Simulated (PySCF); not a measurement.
C₃H₇BF₂, SMILES CC(C)B(F)F.

Geometry: PBE0-D3(BJ)/def2-SVP. The values are those of a single conformer.

Two levels are set side by side: TDDFT-PBE/def2-SVPD (PySCF) and TDDFT-PBE0/def2-SVPD (PySCF). Vertical, same geometry. The lowest singlet is HOMO→LUMO 97 % with PBE and HOMO→LUMO 94 % with the other functional; states are paired by order. Differences are taken from unrounded values.

```
quantity                               TDDFT-PBE
-------------------------------------  ---------
lowest singlet excitation (eV)              6.81
lowest triplet excitation (TDA) (eV)        6.19
first bright state (f over 0.05) (eV)       8.35
its oscillator strength                     0.05
```

**Question.** These are the TDDFT-PBE values. What does TDDFT-PBE0 give? (The exact figures need the calculation; the answer reports its results.)

**Answer.** 
```tsv
quantity	TDDFT-PBE0	TDDFT-PBE minus TDDFT-PBE0
lowest singlet excitation (eV)	7.53	-0.72
lowest triplet excitation (TDA) (eV)	6.76	-0.57
first bright state (f over 0.05) (eV)	9.30	-0.95
its oscillator strength	0.12	-0.07
```

A lower first singlet is the usual sign of a functional without exact exchange. Differences between two approximate levels are no errors against the true value.

Rough cost on one machine, each run with all the roots and properties that it gave: TDDFT-PBE0 against TDDFT-PBE about 4 times.
